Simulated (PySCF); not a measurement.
# Mass spectrum arithmetic for `COCc1ccc(S)s1`

Species: `O(Cc1sc(S)cc1)C`.

Calculated from tabulated atomic weights, isotope masses and abundances; no fragmentation.

Molar mass and exact mass?

For C6H8OS2, with standard atomic weights, 6 × 12.011 + 1 × 15.999 + 2 × 32.060 + 8 × 1.008 = 160.249 g/mol. From the most abundant isotopes (12C, 16O, 32S, 1H), 6 × 12.000000 + 1 × 15.994915 + 2 × 31.972071 + 8 × 1.007825 = 160.0017 u.

Work out the cluster of the molecular ion M+•, one line a nominal mass.

```json
{"nominal mass": "160", "m/z (centroid)": "160.0011", "relative intensity": "100.0"}
{"nominal mass": "161", "m/z (centroid)": "161.0037", "relative intensity": "8.2"}
{"nominal mass": "162", "m/z (centroid)": "161.9974", "relative intensity": "9.5"}
{"nominal mass": "163", "m/z (centroid)": "163.0001", "relative intensity": "0.7"}
{"nominal mass": "164", "m/z (centroid)": "163.9945", "relative intensity": "0.3"}
```

Cut off at 0.1 %. One electron mass, 0.00055 u, is taken off. Abundances used (%; other tables differ somewhat): 12C 98.93, 13C 1.07; 16O 99.757, 17O 0.038, 18O 0.205; 32S 94.93, 33S 0.76, 34S 4.29, 36S 0.02; 1H 99.9885, 2H 0.0115.

Give the mass fraction of each element.

C 44.97 %, O 9.98 %, S 40.01 %, H 5.03 %.

Which m/z would the protonated, sodiated and deprotonated molecule have?

[M+H]+ 161.0089, [M+Na]+ 182.9909, [M−H]− 158.9944, for the monoisotopic species (arithmetic only; whether such ions form is another matter).

What resolving power m/Δm just matches the spacing of the species with one 33S and with one 13C?

They lie 0.00397 u apart at mass 161.00, so m/Δm is about 41000.
